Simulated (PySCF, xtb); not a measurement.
(1S)-1-bromo-1-chloroethane (C2H4BrCl), SMILES C[C@@H](Cl)Br.

GFN2-xTB run with xtb at its own geometry gives an orbital gap of 4.76 eV and a dipole moment of 3.54 D.

Geometry optimised at B3LYP-D3(BJ)/def2-SVP.

What does r2SCAN/def2-TZVP run with PySCF give? (An estimate is asked for; the answer gives what the named calculation found.)

gap 5.61 eV (levels -7.20 and -1.59 eV), dipole 2.14 D.
